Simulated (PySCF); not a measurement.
Computed IR spectrum (relative IR intensity) of a molecule C₂H₄BNO₂. Geometry optimised at B3LYP-D3(BJ)/def2-SVP. Other conformers were not sampled. Method: B3LYP-D3(BJ)/def2-SVP run with PySCF 2.14.0. Harmonic, unscaled wavenumbers; measured fundamentals usually lie a few per cent lower.

| ν (cm⁻¹) | relative intensity |
|---|---|
| 357 | 2.8 |
| 544 | 28 |
| 661 | 12 |
| 877 | 2.5 |
| 957 | 55 |
| 991 | 4.3 |
| 1073 | 3.0 |
| 1077 | 2.8 |
| 1227 | 16 |
| 1309 | 8.0 |
| 1387 | 9.1 |
| 1454 | 8.6 |
| 1527 | 100 |
| 3040 | 6.6 |
| 3086 | 3.3 |
| 3147 | 4.3 |
| 3838 | 22 |

Q: Which molecule gave these data?
(A) OB1C=NCO1
(B) C=C1OB(N)O1
(C) OB1CN=CO1
(D) COB1N=CO1

A: A, OB1C=NCO1
